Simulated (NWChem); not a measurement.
All runs are NWChem calculations. System: CH$_{2}$ClF, charge 0, spin multiplicity 1, at a geometry optimised with PBE0/def2-SVP. The structure started from a generated list of species. Level: MP2/def2-TZVP, 7 core orbitals frozen.

Job file:

```
start mol
memory heap 200 mb stack 900 mb global 1100 mb
geometry units angstroms nocenter noautoz
  F      1.347113    -0.767198     0.000000
  C      0.688054     0.404833     0.000000
  Cl    -1.066476     0.148845     0.000000
  H      0.938872     0.972710     0.907841
  H      0.938872     0.972710    -0.907841
  symmetry group Cs
end
basis spherical
  * library def2-tzvp
end
scf
  rhf
  nopen 0
  maxiter 100
  thresh 1e-7
  semidirect memsize 60000000 filesize 0
end
mp2
  freeze core 7
end
task mp2 energy
```

NWChem printed:

```
             Northwest Computational Chemistry Package (NWChem) 7.3.0
             --------------------------------------------------------

                                NWChem Input Module
                                -------------------

 Scaling coordinates for geometry "geometry" by  1.889725989
 (inverse scale =  0.529177249)

 Turning off AUTOSYM since
 SYMMETRY directive was detected!

                             Geometry "geometry" -> ""
                             -------------------------

 Output coordinates in angstroms (scale by  1.889725989 to convert to a.u.)

  No.       Tag          Charge          X              Y              Z
 ---- ---------------- ---------- -------------- -------------- --------------
    1 F                    9.0000     1.34711300    -0.76719800     0.00000000
    2 C                    6.0000     0.68805400     0.40483300     0.00000000
    3 Cl                  17.0000    -1.06647600     0.14884500     0.00000000
    4 H                    1.0000     0.93887200     0.97271000     0.90784100
    5 H                    1.0000     0.93887200     0.97271000    -0.90784100

 Effective nuclear repulsion energy (a.u.)     101.5275687802

            Nuclear Dipole moment (a.u.)
            ----------------------------
        X                 Y               Z
 ---------------- ---------------- ----------------
    -0.0000132281     0.0000018897     0.0000000000

      Symmetry information
      --------------------

 Group name             Cs
 Group number              2
 Group order               2
 No. of unique centers     4

      Symmetry unique atoms

     1    2    3    4


 Summary of "ao basis" -> "" (spherical)
 ------------------------------------------------------------------------------
       Tag                 Description            Shells   Functions and Types
 ---------------- ------------------------------  ------  ---------------------
 *                         def2-tzvp                  on all atoms

 Summary of "ao basis" -> "ao basis" (spherical)
 ------------------------------------------------------------------------------
       Tag                 Description            Shells   Functions and Types
 ---------------- ------------------------------  ------  ---------------------
 F                         def2-tzvp                11       31   5s3p2d1f
 C                         def2-tzvp                11       31   5s3p2d1f
 Cl                        def2-tzvp                13       37   5s5p2d1f
 H                         def2-tzvp                 4        6   3s1p

                                 NWChem SCF Module
                                 -----------------

  ao basis        = "ao basis"
  functions       =   111
  atoms           =     5
  closed shells   =    17
  open shells     =     0
  charge          =   0.00
  wavefunction    = RHF
  use symmetry    = T
  symmetry adapt  = T

 Summary of "ao basis" -> "ao basis" (spherical)
 ------------------------------------------------------------------------------
       Tag                 Description            Shells   Functions and Types
 ---------------- ------------------------------  ------  ---------------------
 F                         def2-tzvp                11       31   5s3p2d1f
 C                         def2-tzvp                11       31   5s3p2d1f
 Cl                        def2-tzvp                13       37   5s5p2d1f
 H                         def2-tzvp                 4        6   3s1p

      Symmetry analysis of basis
      --------------------------

        a'         73
        a"         38

 Forming initial guess at       0.0s

      Superposition of Atomic Density Guess
      -------------------------------------

 Sum of atomic energies:        -597.56671358

      Non-variational initial energy
      ------------------------------

 Total energy =    -598.434189
 1-e energy   =   -1027.534540
 2-e energy   =     327.572782
 HOMO         =      -0.361733
 LUMO         =       0.079361

      Symmetry analysis of molecular orbitals - initial
      -------------------------------------------------

  Numbering of irreducible representations:

     1 a'          2 a"

  Orbital symmetries:

     1 a'          2 a'          3 a'          4 a'          5 a'
     6 a"          7 a'          8 a'          9 a'         10 a'
    11 a'         12 a"         13 a'         14 a"         15 a'
    16 a'         17 a"         18 a'         19 a'         20 a'
    21 a"         22 a'         23 a"         24 a'         25 a'
    26 a'         27 a"

 Starting SCF solution at       1.0s

 ----------------------------------------------
         Quadratically convergent ROHF

 Convergence threshold     :          1.000E-07
 Maximum no. of iterations :          100
 Final Fock-matrix accuracy:          1.000E-09
 ----------------------------------------------

              iter       energy          gnorm     gmax       time
             ----- ------------------- --------- --------- --------
                 1     -597.9679700481  1.01D+00  2.28D-01      1.0
                 2     -598.0255001706  2.67D-01  7.45D-02      1.3
                 3     -598.0316094501  2.20D-02  6.62D-03      1.6
                 4     -598.0316812501  2.15D-04  4.38D-05      2.2
                 5     -598.0316812555  4.56D-08  1.20D-08      3.1

       Final RHF  results
       ------------------

         Total SCF energy =   -598.031681255523
      One-electron energy =  -1028.792739003122
      Two-electron energy =    329.233488967409
 Nuclear repulsion energy =    101.527568780190

        Time for solution =      2.2s

       Symmetry analysis of molecular orbitals - final
       -----------------------------------------------

  Numbering of irreducible representations:

     1 a'          2 a"

  Orbital symmetries:

     1 a'          2 a'          3 a'          4 a'          5 a'
     6 a'          7 a"          8 a'          9 a'         10 a'
    11 a"         12 a'         13 a'         14 a"         15 a'
    16 a'         17 a"         18 a'         19 a'         20 a"
    21 a'         22 a'         23 a'         24 a"         25 a'
    26 a'         27 a"

             Final eigenvalues
             -----------------

              1
    1 -104.8399
    2  -26.3158
    3  -11.3877
    4  -10.5683
    5   -8.0352
    6   -8.0337
    7   -8.0336
    8   -1.6400
    9   -1.1438
   10   -0.9298
   11   -0.7502
   12   -0.7376
   13   -0.7028
   14   -0.5834
   15   -0.5406
   16   -0.4690
   17   -0.4515
   18    0.1466
   19    0.1949
   20    0.2002
   21    0.2131
   22    0.2841
   23    0.3580
   24    0.3592
   25    0.4507
   26    0.4948
   27    0.4965

                       ROHF Final Molecular Orbital Analysis
                       -------------------------------------

 Vector   15  Occ=2.000000D+00  E=-5.406152D-01  Symmetry=a'
              MO Center= -6.5D-02,  1.1D-01,  3.3D-15, r^2= 2.3D+00
   Bfn.  Coefficient  Atom+Function         Bfn.  Coefficient  Atom+Function
  ----- ------------  ---------------      ----- ------------  ---------------
    77      0.382669  3 Cl px                 6      0.219037  1 F  px
    80      0.206940  3 Cl px                 9      0.191499  1 F  px
    37     -0.188710  2 C  px                40     -0.186706  2 C  px
    74      0.176020  3 Cl px

 Vector   16  Occ=2.000000D+00  E=-4.689528D-01  Symmetry=a'
              MO Center= -9.6D-01,  1.5D-01, -8.6D-16, r^2= 1.4D+00
   Bfn.  Coefficient  Atom+Function         Bfn.  Coefficient  Atom+Function
  ----- ------------  ---------------      ----- ------------  ---------------
    78      0.539716  3 Cl py                81      0.352406  3 Cl py
    75      0.250457  3 Cl py                69     -0.196516  3 Cl py

 Vector   17  Occ=2.000000D+00  E=-4.515253D-01  Symmetry=a"
              MO Center= -7.6D-01,  2.2D-01,  1.7D-15, r^2= 1.8D+00
   Bfn.  Coefficient  Atom+Function         Bfn.  Coefficient  Atom+Function
  ----- ------------  ---------------      ----- ------------  ---------------
    79      0.514983  3 Cl pz                82      0.354426  3 Cl pz
    76      0.241487  3 Cl pz                70     -0.187890  3 Cl pz

 Vector   18  Occ=0.000000D+00  E= 1.466338D-01  Symmetry=a'
              MO Center=  8.7D-01,  1.0D+00, -3.5D-15, r^2= 5.0D+00
   Bfn.  Coefficient  Atom+Function         Bfn.  Coefficient  Atom+Function
  ----- ------------  ---------------      ----- ------------  ---------------
    36      2.825042  2 C  s                102     -2.030979  4 H  s
   108     -2.030979  5 H  s                 44      0.859760  2 C  py
    67     -0.468994  3 Cl s                 80     -0.362191  3 Cl px
   101      0.275717  4 H  s                107      0.275717  5 H  s
    34      0.184912  2 C  s                 40     -0.175876  2 C  px

 Vector   19  Occ=0.000000D+00  E= 1.949458D-01  Symmetry=a'
              MO Center= -2.5D-01,  4.1D-01,  3.0D-17, r^2= 4.6D+00
   Bfn.  Coefficient  Atom+Function         Bfn.  Coefficient  Atom+Function
  ----- ------------  ---------------      ----- ------------  ---------------
    43      1.389590  2 C  px                67      1.349712  3 Cl s
   102     -1.123839  4 H  s                108     -1.123839  5 H  s
    80      1.093956  3 Cl px                44      0.834297  2 C  py
    36      0.762974  2 C  s                 35     -0.549565  2 C  s
    40      0.364485  2 C  px                12     -0.261571  1 F  px

 Vector   20  Occ=0.000000D+00  E= 2.001666D-01  Symmetry=a"
              MO Center=  1.0D+00,  1.4D+00, -1.1D-16, r^2= 4.7D+00
   Bfn.  Coefficient  Atom+Function         Bfn.  Coefficient  Atom+Function
  ----- ------------  ---------------      ----- ------------  ---------------
   102      2.564972  4 H  s                108     -2.564972  5 H  s
    45     -1.668311  2 C  pz               101     -0.407701  4 H  s
   107      0.407701  5 H  s                 82      0.227679  3 Cl pz
    39     -0.221266  2 C  pz                14      0.179456  1 F  pz

 center of mass
 --------------
 x =  -0.04312334 y =  -0.07093695 z =   0.00000000

 moments of inertia (a.u.)
 ------------------
          62.123366836274          71.638096343772           0.000000000000
          71.638096343772         297.586905111527           0.000000000000
           0.000000000000           0.000000000000         347.845418586995

  Mulliken analysis of the total density
  --------------------------------------

    Atom       Charge   Shell Charges
 -----------   ------   -------------------------------------------------------
    1 F    9     9.26   0.77  1.20  0.60  1.01  0.34  2.24  2.27  0.81  0.00  0.02  0.00
    2 C    6     5.84   0.85  1.12  0.49  0.67  0.02  1.13  1.22  0.13  0.04  0.15  0.02
    3 Cl  17    17.14   2.01  0.45  1.52  1.09  0.84  4.18  1.69  1.08  2.81  1.42  0.01  0.04  0.01
    4 H    1     0.88   0.27  0.49  0.10  0.02
    5 H    1     0.88   0.27  0.49  0.10  0.02

       Multipole analysis of the density wrt the origin
       ------------------------------------------------

     L   x y z        total         open         nuclear
     -   - - -        -----         ----         -------
     0   0 0 0     -0.000000      0.000000     34.000000

     1   1 0 0      0.351735      0.000000     -0.000013
     1   0 1 0      0.700973      0.000000      0.000002
     1   0 0 1     -0.000000      0.000000      0.000000

     2   2 0 0    -18.491891      0.000000    143.811045
     2   1 1 0      1.930158      0.000000    -30.362306
     2   1 0 1     -0.000000      0.000000      0.000000
     2   0 2 0    -17.950052      0.000000     30.531297
     2   0 1 1      0.000000      0.000000      0.000000
     2   0 0 2    -17.271186      0.000000      5.886366

                   NWChem MP2 Semi-direct Energy/Gradient Module
                   ---------------------------------------------

  Basis functions       =    111
  Molecular orbitals    =    111
  Frozen core           =      7
  Frozen virtuals       =      0
  Active alpha occupied =     10
  Active beta occupied  =     10
  Active alpha virtual  =     94
  Active beta virtual   =     94
  Use MO symmetry       = T
  Use skeleton AO sym   = T

  AO/Fock/Back tols     =   1.0D-09  1.0D-09  1.0D-09

 GA uses MA = F    GA memory limited = T

 Available:
  local mem=  1.26D+08
 global mem=  1.44D+08
 local disk=  0.00D+00
  mp2_memr nvloc                    94
  nvloc new                    94
   1 passes of  10:        5242880                      72116                  19417665.
   1 passes of  10: M    126149404           G      144154558           F     120906524.

 Semi-direct pass number   1 of   1  for RHF alpha+beta  at        3.2s
  vrange nnbf                  6069
  mp2_eaftype                    74  avail_ma_in_mb                  1099
 EAF : mp2_eaftype filesize          74    9708833.
  mp2_eaf for mointskh                     74
Node 0 wrote     45.6 Mb in      0.1 s     Agg I/O rate:   699.4 Mb/s
 Done moints_semi at        6.4s
  mp2_eaftype                    74  avail_ma_in_mb                  1025
 EAF : mp2_eaftype filesize          74    9708833.
  mp2_eaf for kh                    74
 Done maket at        6.6s
 Done multipass loop at        6.6s

          -------------------------------------------
          SCF energy                -598.031681255523
          Correlation energy          -0.601751527057
          Singlet pairs               -0.376376239251
          Triplet pairs               -0.225375287806
          Total MP2 energy          -598.633432782580
          -------------------------------------------

          ---------------------------------------------------
                    Spin Component Scaled (SCS) MP2
          Same spin pairs                     -0.150250191871
          Same spin scaling factor             0.333333333333
          Opposite spin pairs                 -0.451501335186
          Opposite spin scaling fact.          1.200000000000
          SCS-MP2 correlation energy          -0.591884999514
          Total SCS-MP2 energy              -598.623566255036
          ---------------------------------------------------

 -----------------------
 Performance information
 -----------------------

 Timer overhead =  9.72D-08 seconds/call

               Nr. of calls         CPU time (s)                 Wall time (s)                GFlops
             ---------------    -------------------     ------------------------------   -------------------
Name         Min   Avg   Max    Min     Avg     Max     Min     Avg     Max   Mx/calls   Min     Max     Sum
mp2: moin     1     1     1    3.2     3.2     3.2      3.2     3.2     3.2     3.2      0.0     0.0     0.0
mp2: make     1     1     1   0.14    0.14    0.14     0.14    0.14    0.14    0.14      0.0     0.0     0.0
mp2: tota     1     1     1    3.4     3.4     3.4      3.4     3.4     3.4     3.4      0.0     0.0     0.0

 The average no. of pstat calls per process was 3.00D+00
 with a timing overhead of 2.92D-07s

 Task  times  cpu:        6.6s     wall:        6.6s

 Total times  cpu:        6.6s     wall:        6.6s
```
